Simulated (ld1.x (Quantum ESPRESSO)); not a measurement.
Zn: variants of one TM potential

Base potential:

```json
{"Element": "zinc (Zn)", "Generator": "ld1.x (Quantum ESPRESSO) 7.5", "Type": "norm-conserving Troullier–Martins (Kleinman–Bylander form)", "Functional": "PBEsol", "Relativity": "scalar-relativistic", "Frozen core": "[Ne] 3s2", "Valence charge": "18", "Reference configuration": "3p6 3d9 4s0 4p0 (charge +3)", "Partial waves": "4s (bound, empty): rc 1.90 bohr; 3d (bound): rc 1.20 bohr; 3p (bound): rc 1.15 bohr", "Local potential": "the p channel", "Core correction": "a·sin(br)/r model core inside 0.85 bohr"}
```

All-electron outer shells of the reference configuration (PBEsol, scalar-relativistic, ld1.x):

```
shell  level (eV)  outermost node (bohr)  outermost maximum (bohr)
   3s     -170.72                   0.28                      0.59
   3p     -124.87                   0.25                      0.59
   3d      -50.69                      –                      0.56
   4s      -35.29                   0.83                      1.75
   4p      -26.36                   0.89                      2.04
```

Cutoffs, loose and tight: the cutoffs (Ry, on a coarse ladder) from which the occupation-weighted sum of valence levels, in a spherical-Bessel basis at the reference potential, stays within 10 and 1 mRy of its value at 400 Ry. They do not see the model core or the augmentation charge, which bear on the density cutoff. Test errors are all-electron minus pseudo excitation energies from the reference, over the configurations 3p6 3d10 4s2 4p0; 3p6 3d10 4s1 4p0; 3p6 3d10 4s0 4p0; 3p6 3d10 4s1.5 4p0; 3p5 3d10 4s2 4p0; 3p6 3d10 4s1 4p1; 3p6 3d9 4s2 4p0. A dash means not determined; rows that change the core or the reference have their own tests.

A true bound ghost makes a file unfit for plane-wave use even where its test errors are small: the radial tests pick states by their node count and pass the ghost by.

```tsv
change	outcome	cutoff, loose	cutoff, tight	bound ghosts	largest test error (meV)
base	generated	180 Ry	over 300 Ry	s	-123
core [Ar], valence charge 12; reference 3d10 4s2 4p0; waves now 4p (bound): rc 3.15 bohr; 3d (bound): rc 1.00 bohr; 4s (bound): rc 1.90 bohr; local potential the s channel; core correction none	generated	230 Ry	over 300 Ry	none	-1820
core correction a·sin(br)/r model core inside 1.42 bohr	generated	180 Ry	over 300 Ry	s	-117
all radii but the core radius scaled by about 1.42 (s 2.70, p 1.64, d 1.70 bohr)	generated	120 Ry	180 Ry	s	-548
wave 3d (bound): rc 1.20 bohr becomes 3d (bound): rc 0.94 bohr	generated	260 Ry	over 300 Ry	s	+81
reference 3p6 3d10 4s2 4p0	generated	180 Ry	over 300 Ry	s	+108
functional PBE	generated	180 Ry	over 300 Ry	s	-120
local potential the s channel	generated	180 Ry	over 300 Ry	none	-883
wave 3p (bound): rc 1.15 bohr becomes 3p (bound): rc 0.74 bohr	generated	200 Ry	over 300 Ry	s	-122
wave 4s (bound): rc 1.90 bohr becomes 4s (bound): rc 1.94 bohr	generated	180 Ry	over 300 Ry	s	-123
```
